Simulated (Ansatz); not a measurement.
Reaction (substitution at a C–S bond): `SC[S][GeH3]` + `CCS` → `CCSCS` + `[SH][GeH3]`

Gas-phase electronic energies from Ansatz, PBE0-D4/def2-TZVP geometries. CCSD(T)/CBS is the MP2 limit (def2-TZVPP, def2-QZVPP) plus CCSD(T) − MP2 in def2-TZVPP, frozen cores. DFT in def2-TZVPP. For Ge outer-core shells are correlated without core-valence functions, which leaves a few kJ/mol of doubt a bond. Scalar relativity is left out up to krypton. Each species was taken in one conformer, which may not be the lowest.

```json
{"level": "r2SCAN", "ΔE (kJ/mol)": "-8.3"}
{"level": "CCSD/def2-TZVPP", "ΔE (kJ/mol)": "-8.0"}
```

Q: What does CCSD(T)/CBS give? (An estimate is asked.)

A: Ansatz gave: -6.5 kJ/mol. The listed levels differ from it by -1.8, -1.5 kJ/mol.

Largest T1 diagnostic among the species: 0.011.
